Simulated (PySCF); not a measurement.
## C6H13NSi: core ionisation energies

Species: C6H13NSi.
Numbering: `[CH2:1]=[CH:2][CH2:3][N:4]1[CH2:5][CH2:6][CH2:7][SiH2:8]1`

Structure used (PBE0-D3(BJ)/def2-SVP), in Å, numbered top down from 1:
```xyz
21
C6H13NSi angstrom
C      3.3065   -0.3472    0.7285
C      2.0477   -0.7024    0.9858
C      1.0680   -1.2006   -0.0384
N     -0.1417   -0.4198   -0.0819
C     -0.0470    0.9435   -0.5733
C     -1.3711    1.6387   -0.2599
C     -2.5218    0.6552   -0.5228
Si    -1.7845   -0.9730    0.0788
H      3.9779    0.0045    1.5165
H      3.7156   -0.4017   -0.2863
H      1.6551   -0.6238    2.0076
H      0.8025   -2.2452    0.2044
H      1.5639   -1.2340   -1.0306
H      0.1528    0.9636   -1.6674
H      0.7951    1.4734   -0.0935
H     -1.4753    2.5696   -0.8404
H     -1.3736    1.9241    0.8059
H     -2.7197    0.5660   -1.6050
H     -3.4624    0.9613   -0.0421
H     -2.1588   -1.3604    1.4796
H     -2.1067   -2.1584   -0.7839
```

Theory: delta-SCF UKS SCAN, pcX-2 on the ionised atom, pcseg-1 elsewhere, spin-free X2C (PySCF). Binding energies are ΔSCF values: E(core-ionised, relaxed orbitals) − E(ground state) at a fixed geometry, referred to the vacuum level.

Problem. What binding energy does each computed site have?

Solution. 
```tsv
atom(s)	environment	level	binding energy (eV)	2p1/2 (eV)	above the level's lowest (eV)	count
Si8	SiH2 silicon	Si 2p3/2	106.36	106.98	0.00	1
C7	sp3 carbon bound to silicon	C 1s	289.96	–	0.00	1
C1	terminal =CH2 carbon	C 1s	290.05	–	+0.09	1
C2	alkene CH carbon	C 1s	290.29	–	+0.33	1
C6	ring CH2 carbon	C 1s	290.55	–	+0.59	1
C5	sp3 carbon bound to nitrogen	C 1s	291.09	–	+1.13	1
C3	sp3 carbon bound to nitrogen	C 1s	291.41	–	+1.45	1
N4	silicon-bound nitrogen	N 1s	403.82	–	0.00	1
Si8	SiH2 silicon	Si 1s	1846.20	–	0.00	1
```

Lowest listed C 1s: C7, bonded to C, 2 H and Si. Highest, 1.45 eV above it: C3, bonded to N, C and 2 H. The widest gap between neighbouring values is 0.54 eV, between 290.55 and 291.09 eV. Summing the Pauling electronegativity differences to the bonded atoms, each weighted by its formal bond order, gives -1.35 for the lowest site and -0.21 for the highest; no listed site has a larger sum than the highest.

Problem. Express the binding energy of C 1s of C5 in atomic units and per mole.

Solution. 291.09 eV = 10.6974 Eh = 28086 kJ/mol.

The 2p values aren't plain energy differences: one relaxed spin-free 2p hole is combined with a matrix within the shell (ground-state 2p orbital-energy differences and spin–orbit coupling). 2p3/2, the mean of its two sublevels, lies a third of the splitting below the shell's mean and 2p1/2 two thirds above it; the statistical areas are 2:1. 2p1/2 minus 2p3/2 (ligand field included): Si 0.62 eV. Isolated species at its PBE0-D3(BJ)/def2-SVP geometry (one conformer only).
